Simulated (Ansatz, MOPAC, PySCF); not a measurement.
Pair of molecules: GeH4 (SMILES [GeH4]) (first 5 atoms) with C2H6O (SMILES COC); geometry from B3LYP-D3(BJ)/def2-TZVP, rigid monomers moved along the line of their centres of mass till Ge1···O7 is 3.61 Å.
(charge 0, multiplicity 1):
```xyz
14

Ge     0.27548     0.00491     0.66784
H     -0.18959    -1.42929     0.94693
H     -0.71871     1.01108     1.26635
H      0.31994     0.22170    -0.85823
H      1.67846     0.24257     1.23904
C      0.42160     0.88301     4.80983
O      0.03538    -0.35604     4.25595
C     -1.30903    -0.67966     4.53697
H      0.33123     0.87561     5.90337
H     -0.18911     1.70448     4.41368
H      1.46237     1.05047     4.53808
H     -1.48128    -0.76098     5.61761
H     -1.51726    -1.63993     4.06829
H     -1.99432     0.07450     4.12906
```

Interaction energies are E(AB) − E(A) − E(B) at the monomers' geometry in the complex; basis-set methods are counterpoise corrected. Rows marked so take none.

Rows in 3-21G, 6-31G* carry no dispersion term and start afresh at each structure (6-31G* with six Cartesian d functions); the Pople sets are all-electron and without relativity. MP2/6-31G* freezes PySCF's default core, which leaves 3d correlated. The state reached by AM1, PM3, PM6, PM7 isn't checked; PM7 holds dispersion and hydrogen-bond terms.

Run with Ansatz (Gaussian basis) for Hartree–Fock, density functionals and correlated methods; MOPAC for AM1, PM3, PM6, PM7 (differences of heats of formation); PySCF for 3-21G rows, 6-31G* rows, the dispersion terms. Each number belongs to the level named beside it.

Other levels give for the interaction energy: PBE/def2-TZVPPD -0.93; B3LYP/def2-TZVPPD -0.27; B3LYP-D3(BJ)/def2-TZVPPD -2.08; wB97M-V/def2-TZVPPD -2.04 kcal/mol.

Q: What do these common cheap choices give for the same quantity: AM1, PM3, PM6, PM7, HF/3-21G (no counterpoise), M06-2X/6-31G* (no counterpoise), MP2/6-31G*, MP2/6-31G* (no counterpoise)?

A: AM1 0.47; PM3 1.96; PM6 -0.24; PM7 -1.13; HF/3-21G (no counterpoise) -3.66; M06-2X/6-31G* (no counterpoise) -2.83; MP2/6-31G* -0.83; MP2/6-31G* (no counterpoise) -2.50 kcal/mol. They span -3.66 to 1.96 kcal/mol.

Ansatz is a program for electronic structure.
